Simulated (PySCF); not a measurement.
## Indirect couplings

Molfile (atoms numbered from 1):
```
C6H3F3
     RDKit          3D

 12 12  0  0  0  0  0  0  0  0999 V2000
   -0.7549    2.5560   -0.3620 F   0  0  0  0  0  0  0  0  0  0  0  0
   -0.4159    1.2871   -0.1837 C   0  0  0  0  0  0  0  0  0  0  0  0
   -1.3763    0.3331    0.1273 C   0  0  0  0  0  0  0  0  0  0  0  0
   -0.9855   -0.9921    0.3087 C   0  0  0  0  0  0  0  0  0  0  0  0
    0.3516   -1.3639    0.1826 C   0  0  0  0  0  0  0  0  0  0  0  0
    1.2979   -0.3961   -0.1290 C   0  0  0  0  0  0  0  0  0  0  0  0
    2.5775   -0.7171   -0.2559 F   0  0  0  0  0  0  0  0  0  0  0  0
    0.9272    0.9354   -0.3160 C   0  0  0  0  0  0  0  0  0  0  0  0
    1.8347    1.8495   -0.6149 F   0  0  0  0  0  0  0  0  0  0  0  0
   -2.4165    0.6483    0.2218 H   0  0  0  0  0  0  0  0  0  0  0  0
   -1.7349   -1.7473    0.5527 H   0  0  0  0  0  0  0  0  0  0  0  0
    0.6820   -2.3945    0.3206 H   0  0  0  0  0  0  0  0  0  0  0  0
  1  2  1  0
  2  3  1  0
  3  4  2  0
  4  5  1  0
  5  6  2  0
  6  7  1  0
  6  8  1  0
  8  9  1  0
  8  2  2  0
  3 10  1  0
  4 11  1  0
  5 12  1  0
M  END
```

Method: B3LYP/pcJ-1 (spin–dipole term only in couplings to heteroatoms)//PBE0-D3(BJ)/def2-SVP, PySCF; isolated molecule, single conformer, non-relativistic. Couplings are averaged over pairs made equivalent by symmetry, fast rotation or ring inversion, so a value needn't be that of the named pair in this geometry, while other rotamers aren't included; one pair stands for each set, and the list holds those of at least 0.8 Hz over up to four bonds, among pairs with at least one F or H atom (others weren't computed). One-bond C–F couplings come out tens of Hz too large with common functionals.

Isotopes: ¹³C, ¹⁹F, ¹H.

| pair | bonds | J (Hz) |
| --- | --- | --- |
| F1, C2 | 1 | ? |
| C3, H10 | 1 | 173.7 |
| C4, H11 | 1 | 173.4 |
| C8, F9 | 1 | ? |
| F1, C3 | 2 | 15.3 |
| F1, C8 | 2 | 12.5 |
| C2, F9 | 2 | ? |
| C2, H10 | 2 | -4.8 |
| C3, H11 | 2 | 1.4 |
| F1, C4 | 3 | ? |
| F1, F9 | 3 | -12.3 |
| F1, H10 | 3 | 10.1 |
| C2, H11 | 3 | 13.4 |
| C3, F9 | 3 | -2.7 |
| C3, H12 | 3 | ? |
| C8, H10 | 3 | 8.2 |
| H10, H11 | 3 | 9.5 |
| F1, C5 | 4 | 5.9 |
| F1, F7 | 4 | 8.9 |
| F1, H11 | 4 | ? |
| C2, H12 | 4 | -1.8 |
| C4, F9 | 4 | 7.9 |
| C8, H11 | 4 | -2.0 |
| F9, H10 | 4 | ? |
| H10, H12 | 4 | ? |

Task: Estimate the withheld couplings, with signs.

Result: 
- ¹J(F1,C2) = -317.8 Hz (bond length 1.325 Å)
- ¹J(C8,F9) = -318.1 Hz (bond length 1.322 Å)
- ²J(C2,F9) = 7.5 Hz (angle at C8 121°)
- ³J(F1,C4) = 5.1 Hz (dihedral angle 180°)
- ³J(C3,H12) = 9.6 Hz (dihedral angle 180°)
- ⁴J(F1,H11) = 5.0 Hz
- ⁴J(F9,H10) = 6.6 Hz
- ⁴J(H10,H12) = 1.2 Hz
